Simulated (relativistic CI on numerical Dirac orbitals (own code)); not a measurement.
## Spin-allowed bands of a d8 ion in an octahedral site, by hand

Problem. Take Δ = 9800 cm⁻¹ and B = 560 cm⁻¹ for a d8 ion in an octahedral site. Calculate the three spin-allowed bands.

Working.
1. The terms of highest spin are 3F (energy 0) and 3P (15B = 8400 cm⁻¹). Here the F term splits into A2 at −1.2Δ = -11760, T2 at −0.2Δ = -1960 and T1 at +0.6Δ = 5880 cm⁻¹.
2. The two T1 states mix through the element 0.4Δ: H = [[5880, 3920], [3920, 8400]], with roots ½(H₁₁ + H₂₂) ∓ ½√[(H₂₂ − H₁₁)² + 4H₁₂²] = ½(14280) ∓ ½(8235) = 3022 and 11258 cm⁻¹.
3. The ground term is 3A2 at -11760 cm⁻¹.
4. Bands: 3T2 9800 cm⁻¹ (1020 nm), 3T1(F) 14782 cm⁻¹ (676 nm), 3T1(P) 23018 cm⁻¹ (434 nm).

Check. Exact diagonalisation of the whole d8 shell with these parameters gives 3T2 9800, 3T1 14782, 3T1 23018 cm⁻¹. The match is exact, since without spin-orbit coupling no other term has this spin. The ratio of the second band to the first, 1.508, depends on Δ/B = 17.5 alone, which is how a Tanabe-Sugano diagram is read.
